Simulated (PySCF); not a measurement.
# Correlation energy of Ar (argon, neutral)

[Ar], closed-shell 1S. Calculation: PySCF 2.14, in aug-cc-pV(T+d)Z with one added diffuse shell each of s, p, d, f type (7s6p5d3f, 71 functions); the non-relativistic Hamiltonian (point nucleus). Frozen: [Ne]; 8 electrons correlated.

MP2 pair energies summed by pair of shells (mhartree):

```
 pair   energy  share (%)
3p-3p  -155.50       73.2
3s-3p   -47.95       22.6
3s-3s    -9.04        4.3
```

Total MP2 correlation energy: -212.49 mhartree.

Same-spin part -53.16 and opposite-spin part -159.33 mhartree; SCS-MP2 scales them by 1/3 and 6/5 to -208.92 mhartree.
